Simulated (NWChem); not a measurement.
System meant: CH₅BOSe; SMILES COB[SeH]

Here is an NWChem input.

```
start job
memory heap 200 mb stack 900 mb global 1100 mb
geometry units angstroms noautoz
  B     -0.540189    -0.550591     0.000000
  H     -1.733408    -0.800978     0.000000
  O      0.402271    -1.521303     0.000000
  C      0.077079    -2.903215     0.000000
  H      0.516533    -3.381665    -0.899473
  H      0.516533    -3.381665     0.899473
  H     -1.021872    -3.067378     0.000000
  Se     0.098544     1.298518     0.000000
  H     -1.271925     1.861914     0.000000
end
basis spherical
  * library def2-svp
end
dft
  odft
  mult 2
  xc pbe0
  iterations 150
  mulliken
end
task dft energy
```

End of the output:

```
 Summary of "ao basis" -> "ao basis" (spherical)
 ------------------------------------------------------------------------------
       Tag                 Description            Shells   Functions and Types
 ---------------- ------------------------------  ------  ---------------------
 B                          def2-svp                 6       14   3s2p1d
 H                          def2-svp                 3        5   2s1p
 O                          def2-svp                 6       14   3s2p1d
 C                          def2-svp                 6       14   3s2p1d
 Se                         def2-svp                12       32   5s4p3d

 Summary of "ao basis" -> "ao basis" (spherical)
 ------------------------------------------------------------------------------
       Tag                 Description            Shells   Functions and Types
 ---------------- ------------------------------  ------  ---------------------
 B                          def2-svp                 6       14   3s2p1d
 H                          def2-svp                 3        5   2s1p
 O                          def2-svp                 6       14   3s2p1d
 C                          def2-svp                 6       14   3s2p1d
 Se                         def2-svp                12       32   5s4p3d

      Symmetry analysis of basis
      --------------------------

        a'         69
        a"         30

  number of electrons :                   58
  multiplicity        :                    2
 ------------------------------------------------------------------------
  no. of electrons and multiplicity not compatible                  58
 ------------------------------------------------------------------------
 ------------------------------------------------------------------------
  current input line :
    24: task dft energy
 ------------------------------------------------------------------------
 ------------------------------------------------------------------------
 There is an error in the input file
 ------------------------------------------------------------------------
 For more information see the NWChem manual at https://nwchemgit.github.io

0: no. of electrons and multiplicity not compatible:Received an Error in Communication
```

Find the fault in this run and fix the input.

The program refused the input. Cause: the multiplicity doesn't fit the number of electrons (an even count wants an odd multiplicity, and the reverse). This input runs:
```
start job
memory heap 200 mb stack 900 mb global 1100 mb
geometry units angstroms noautoz
  B     -0.540189    -0.550591     0.000000
  H     -1.733408    -0.800978     0.000000
  O      0.402271    -1.521303     0.000000
  C      0.077079    -2.903215     0.000000
  H      0.516533    -3.381665    -0.899473
  H      0.516533    -3.381665     0.899473
  H     -1.021872    -3.067378     0.000000
  Se     0.098544     1.298518     0.000000
  H     -1.271925     1.861914     0.000000
end
basis spherical
  B library def2-svp
  H library def2-svp
  O library def2-svp
  C library def2-svp
  Se library def2-svp
end
dft
  xc pbe0
  iterations 150
  mulliken
end
task dft energy
```
It converges to -2541.94791 Ha (PBE0/def2-SVP).
